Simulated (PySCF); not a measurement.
Compound: C3H2BF2NS2.
Atom-mapped SMILES: `[N:1]#[C:2][B:3]1[S:4][CH2:5][C:6]([F:7])([F:8])[S:9]1` (hydrogens: H10, H11 on C5)

The closed-shell ground state was solved at several levels (PySCF, density fitting, gas phase, non-relativistic). One conformer (not necessarily the lowest) at the GFN2-xTB geometry, without solvent, vibrations or thermal averaging.

```csv
level,basis functions,total energy (Eh),HOMO (eV),LUMO (eV),gap (eV),dipole (D)
PBE0/def2-SVPD,216,-1190.0409,-8.21,-2.58,5.63,3.98
PBE0/pcSseg-1,177,-1190.4793,-8.24,-2.55,5.69,3.93
```

(1) Estimate the row for B3LYP/def2-SVPD, a basis of 216 functions; the other rows only guide the guess.

(2) Over all these levels, which gives the widest orbital gap and which the narrowest?

(3) How far do the dipole and the HOMO energy spread over the levels?

## Answers

(1) Total energy -1190.7636 Eh, HOMO -7.97 eV, LUMO -2.73 eV, gap 5.24 eV, dipole 3.93 D.

(2) PBE0/pcSseg-1 (global hybrid, 25 % exact exchange) has the widest, 5.69 eV, and B3LYP/def2-SVPD (global hybrid, 20 % exact exchange) the narrowest, 5.24 eV. Functional and basis both differ between the two, so the spread mixes both effects.

(3) The dipole runs from 3.93 to 3.98 D (mean 3.95 D) and the HOMO from -8.24 to -7.97 eV.
